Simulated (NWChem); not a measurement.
trimethylsulfonium (C₃H₉S (+1))

```xyz
13

C     -0.0049    -0.8600     1.4183
S     -0.4903     0.1607     0.0000
C     -0.0049    -0.8600    -1.4183
C      0.7603     1.4741     0.0000
H      1.0577    -1.1602     1.3418
H     -0.6727    -1.7430     1.4255
H     -0.1877    -0.2572     2.3287
H      1.0577    -1.1602    -1.3418
H     -0.1877    -0.2572    -2.3287
H     -0.6727    -1.7430    -1.4255
H      1.7806     1.0449     0.0000
H      0.5833     2.0901    -0.9026
H      0.5833     2.0901     0.9026
```
Charge +1, spin multiplicity 1.

Program: NWChem. All single points use one geometry, from PBE/def2-SVP, a minimum by its harmonic frequencies.

The correlated methods keep 8 core orbitals frozen. The Pople sets run with spherical d functions.

Worked example. A B2PLYP run in 6-31G* ends its self-consistent part (53 % exact exchange, 47 % B88, 73 % LYP) at -517.16083 Ha, and second-order perturbation theory on those orbitals gives -0.62927 Ha unscaled.

The perturbative term enters with the weight 0.27: -517.16083 + 0.27·(-0.62927) = -517.33073 Ha is the total energy.
